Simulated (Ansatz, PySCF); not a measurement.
Gas-phase reaction (SMILES): C[SiH](C)O[Si](O)(O)O + 7 [H][H] (H2) → 2 C (CH4) + 4 O (H2O) + 2 [SiH4] (SiH4); energy of full hydrogenation.

Each molecule is optimised on its own at B3LYP-D3(BJ)/def2-TZVP (Ansatz, an electronic-structure program), one conformer each, not searched for the lowest. Valence correlation only, unless marked. Spin-orbit coupling is left out. Non-relativistic. Basis-set limits of correlation are two-point, X^-3; Hartree-Fock from the larger set. [CCSD(T)-MP2]/basis is that difference in the basis named. Thermal terms are rigid-rotor harmonic-oscillator values from B3LYP-D3(BJ) frequencies (Ansatz or PySCF) at 298.15 K and 1 atm. 1 Eh = 627.5095 kcal/mol.

```csv
species,"E, RI-MP2/CBS(aug-cc-pV(T+d)Z,aug-cc-pV(Q+d)Z)+[CCSD(T)-MP2]/aug-cc-pV(T+d)Z (Ansatz) (Eh)","E, PBE-D3(BJ)/def2-TZVPD (Ansatz + dftd3) (Eh)",H - E (Eh)
C[SiH](C)O[Si](O)(O)O,-961.28608,-961.87412,0.14498
[H][H] (H2),-1.17524,-1.16598,0.01336
C (CH4),-40.46129,-40.46420,0.04840
O (H2O),-76.37791,-76.38147,0.02495
[SiH4] (SiH4),-291.46108,-291.72290,0.03520
```

**Question.** Work out ΔE and ΔH at 298.15 K at the first level, then ΔH at the second.

**Answer.** 
1. ΔE = [2×(-40.46129) + 4×(-76.37791) + 2×(-291.46108)] - [(-961.28608) + 7×(-1.17524)] = 0.15638 Eh = 98.1 kcal/mol at RI-MP2/CBS(aug-cc-pV(T+d)Z,aug-cc-pV(Q+d)Z)+[CCSD(T)-MP2]/aug-cc-pV(T+d)Z.
2. The terms H - E add up to 0.02850 Eh, so ΔH = (0.15638 + (0.02850))×627.5095 = 116.0 kcal/mol.
3. At PBE-D3(BJ)/def2-TZVPD the same steps give ΔE = 85.3 and ΔH = 103.2 kcal/mol, a shift of -12.8 from the first level.
4. These values are not checked against measurement here, since the tables used lack a sound gas-phase enthalpy of formation for at least one species.
